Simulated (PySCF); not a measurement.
Identify the unknown among the candidates.

All candidates are C8H9N.

- 1H NMR: chemical shifts (computed TMS as zero) by class: 5.90 (1 H), 5.86 (1 H), 5.54 (1 H), 5.37 (1 H), 3.21 (1 H), 2.65 (1 H), 1.49 (3 H) ppm [GIAO PBE0/pcSseg-1]
- 13C NMR: chemical shifts (computed TMS as zero) by class: 158.0 (1 C), 150.1 (1 C), 127.9 (1 C), 115.8 (1 C), 114.2 (1 C), 43.7 (1 C), 33.0 (1 C), 26.9 (1 C) ppm [GIAO PBE0/pcSseg-1]
- Dipole: 4.07 D [PBE0/pcSseg-1]
- NMR, other nuclei: isotropic shieldings of nuclei other than C and H, by class: -30 (1 N) ppm [GIAO PBE0/pcSseg-1]
- Rotational structure: rotational constants A, B, C: 2.489, 1.300, 1.234 GHz [GFN2-xTB]

Electronic properties: PySCF, gas phase, density fitting. Levels stand in brackets. Geometry: GFN2-xTB; no solvent, vibrations or thermal averaging. Each NMR value is the plain mean over a class of atoms that symmetry, rotation or inversion makes alike.

Problem. Which candidate is it?
A. `C=C/C=C(\C=C)CC#N`
B. `[H]/N=C/c1ccccc1C`
C. `C#C[C@@H]1CCC[C@H]1C#N`
D. `C=C1C[C@H](CC#N)C1=C`
E. `C=C1C[C@@](C)(C#N)C1=C`

Solution. E. It is `C=C1C[C@@](C)(C#N)C1=C`. Numbering: `[CH2:1]=[C:2]1[CH2:3][C@@:4]([CH3:5])([C:6]#[N:7])[C:8]1=[CH2:9]`. Its formula, C8H9N, gives 5 degrees of unsaturation: 1 ring and 4 π bonds in the structure found. 8 carbons fall into 8 classes; from least to most shielded: fully substituted alkene carbon [C8] (158.0 ppm), fully substituted alkene carbon [C2] (150.1 ppm), nitrile carbon [C6] (127.9 ppm), terminal =CH2 carbon [C1] (115.8 ppm), terminal =CH2 carbon [C9] (114.2 ppm), allylic carbon [C3] (43.7 ppm), sp3 carbon next to a nitrile [C4] (33.0 ppm), methyl carbon [C5] (26.9 ppm). Hydrogen classes from least to most shielded: 1 H on a terminal =CH2 carbon, C1 (5.90 ppm), 1 H on a terminal =CH2 carbon, C9 (5.86 ppm), 1 H on a terminal =CH2 carbon, C9 (5.54 ppm), 1 H on a terminal =CH2 carbon, C1 (5.37 ppm), 1 H on an allylic carbon, C3 (3.21 ppm), 1 H on an allylic carbon, C3 (2.65 ppm), 3 H on a methyl carbon, C5 (1.49 ppm). The other shieldings belong to: -30 ppm, nitrile nitrogen [N7]. The optimised geometry has point group C1 and is an asymmetric top.

The others, at the same levels:
- `[H]/N=C/c1ccccc1C` fails: its computed 13C shifts are 168.6 (1 C), 143.6 (1 C), 139.1 (1 C), 137.7 (1 C), 135.4 (1 C), 133.0 (1 C), 131.9 (1 C), 21.9 (1 C) ppm, 1H shifts are 11.26 (1 H), 9.28 (1 H), 9.08 (1 H), 7.62 (1 H), 7.60 (1 H), 7.42 (1 H), 2.63 (3 H) ppm and smallest rotational constant is 0.982 GHz (against 1.234 GHz).
- `C#C[C@@H]1CCC[C@H]1C#N` fails: its computed 13C shifts are 128.6 (1 C), 92.1 (1 C), 77.2 (1 C), 40.3 (1 C), 38.0 (1 C), 36.9 (1 C), 36.8 (1 C), 31.2 (1 C) ppm, 1H shifts are 3.07 (1 H), 2.83 (1 H), 2.42 (1 H), 2.11 (1 H), 1.99 (1 H), 1.87 (1 H), 1.86 (1 H), 1.72 (1 H), 1.68 (1 H) ppm and rotational constant A is 2.227 GHz (against 2.489 GHz).
- `C=C/C=C(\C=C)CC#N` fails: its computed 13C shifts are 141.7 (1 C), 138.8 (1 C), 137.0 (1 C), 136.1 (1 C), 129.4 (1 C), 125.4 (1 C), 122.2 (1 C), 24.8 (1 C) ppm, 1H shifts are 7.21 (1 H), 7.18 (1 H), 6.26 (1 H), 5.93 (1 H), 5.82 (1 H), 5.71 (1 H), 5.70 (1 H), 3.04 (2 H) ppm and rotational constant A is 2.747 GHz (against 2.489 GHz).
- `C=C1C[C@H](CC#N)C1=C` fails: its computed 13C shifts are 156.7 (1 C), 151.3 (1 C), 124.4 (1 C), 114.6 (1 C), 113.5 (1 C), 38.2 (1 C), 35.8 (1 C), 23.2 (1 C) ppm, 1H shifts are 6.01 (1 H), 5.84 (1 H), 5.81 (1 H), 5.26 (1 H), 3.08 (1 H), 2.95 (1 H), 2.38 (1 H), 2.17 (1 H), 2.13 (1 H) ppm and rotational constant A is 3.683 GHz (against 2.489 GHz).

Each candidate is one conformer, not necessarily the lowest. Dipoles, sizes and rotational constants follow the conformer. The torsions of the flexible species, by atom-mapped SMILES:
- `[H]/[N:9]=[CH:8]/[c:7]1[c:2]([CH3:1])[cH:3][cH:4][cH:5][cH:6]1`: C6–C7–C8–N9 0°
- `[CH2:1]=[CH:2]/[CH:3]=[C:4](\[CH:5]=[CH2:6])[CH2:7][C:8]#[N:9]`: C1–C2–C3–C4 179°, C3–C4–C5–C6 -173°, C3–C4–C7–C8 108°
- `[CH2:1]=[C:2]1[CH2:3][C@H:4]([CH2:5][C:6]#[N:7])[C:8]1=[CH2:9]`: C3–C4–C5–C6 -175°

The conformers of `C#C[C@@H]1CCC[C@H]1C#N` aren't listed.
